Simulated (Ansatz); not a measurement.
Geometry optimisation, RKS CAM-B3LYP/def2-SVP (Ansatz).

Input:

```yaml
crystal:
  periodic: [false, false, false]
  atoms:
    - { symbol: Zr, position_ang: [-0.122643, 0.080068, -0.044544] }
    - { symbol: O, position_ang: [-0.253928, -0.000751, 1.942283] }
    - { symbol: H, position_ang: [-0.567748, 0.203506, 2.826835] }
    - { symbol: Cl, position_ang: [2.09106, 0.343721, -0.761113] }
    - { symbol: Cl, position_ang: [-1.289666, 1.972469, -0.752897] }
    - { symbol: Cl, position_ang: [-1.11771, -1.772474, -1.072979] }
    - { symbol: H, position_ang: [1.333713, -2.276628, 1.233302] }
    - { symbol: H, position_ang: [0.986622, -1.817811, 1.666914] }
basis:
  gaussian: { orbitals: def2-SVP }
hamiltonian:
  xc: cam_b3lyp
relax:
  f_tol: 0.03
  max_steps: 50
```

Run as:

```bash
$ ansatz run input.yaml --threads 4 --pin off --max-ram 5120MiB --backend cpu --events-out ev --progress --plain --runs-dir out
```

Task: Where does it end, and by what steps?

Result: It converged. The force dipped under the threshold on the way, but the program's further checks kept it going. After 18 steps the energy has fallen by 0.249 eV; H7 moved furthest, 0.78 Å.

```json
{"step": "0", "energy less start (eV)": "0.0000", "largest force component (eV/Å)": "2.299", "accepted": "yes"}
{"step": "1", "energy less start (eV)": "-0.1976", "largest force component (eV/Å)": "0.295", "accepted": "yes"}
{"step": "2", "energy less start (eV)": "-0.2206", "largest force component (eV/Å)": "0.147", "accepted": "yes"}
{"step": "3", "energy less start (eV)": "-0.2305", "largest force component (eV/Å)": "0.151", "accepted": "yes"}
{"step": "4", "energy less start (eV)": "-0.2347", "largest force component (eV/Å)": "0.175", "accepted": "yes"}
{"step": "5", "energy less start (eV)": "-0.2395", "largest force component (eV/Å)": "0.372", "accepted": "yes"}
{"step": "6", "energy less start (eV)": "-0.2422", "largest force component (eV/Å)": "0.419", "accepted": "yes"}
{"step": "7", "energy less start (eV)": "-0.2463", "largest force component (eV/Å)": "0.032", "accepted": "yes"}
{"step": "8", "energy less start (eV)": "-0.2464", "largest force component (eV/Å)": "0.037", "accepted": "yes"}
{"step": "9", "energy less start (eV)": "-0.2467", "largest force component (eV/Å)": "0.005", "accepted": "yes"}
{"step": "10", "energy less start (eV)": "-0.2165", "largest force component (eV/Å)": "1.015", "accepted": "no"}
{"step": "11", "energy less start (eV)": "-0.2470", "largest force component (eV/Å)": "0.020", "accepted": "yes"}
{"step": "12", "energy less start (eV)": "-0.2448", "largest force component (eV/Å)": "0.267", "accepted": "no"}
{"step": "13", "energy less start (eV)": "-0.2473", "largest force component (eV/Å)": "0.084", "accepted": "yes"}
{"step": "14", "energy less start (eV)": "-0.2473", "largest force component (eV/Å)": "0.075", "accepted": "yes"}
{"step": "15", "energy less start (eV)": "-0.2480", "largest force component (eV/Å)": "0.012", "accepted": "yes"}
{"step": "16", "energy less start (eV)": "-0.2482", "largest force component (eV/Å)": "0.109", "accepted": "yes"}
{"step": "17", "energy less start (eV)": "-0.2486", "largest force component (eV/Å)": "0.054", "accepted": "yes"}
{"step": "18", "energy less start (eV)": "-0.2491", "largest force component (eV/Å)": "0.007", "accepted": "yes"}
```

```xyz
8
Properties=species:S:1:pos:R:3
Zr -0.266 0.315 -0.188
O -0.322 0.107 1.683
H -0.374 0.035 2.640
Cl 1.963 0.564 -0.873
Cl -1.487 2.233 -0.765
Cl -1.228 -1.567 -1.205
H 1.598 -2.777 1.768
H 1.176 -2.178 1.978
```

Whether the end is a true minimum wasn't checked by a vibrational analysis.

The run took 43 s on 4 threads of Arm Neoverse V2 (shared host), peak memory 0.35 GiB.
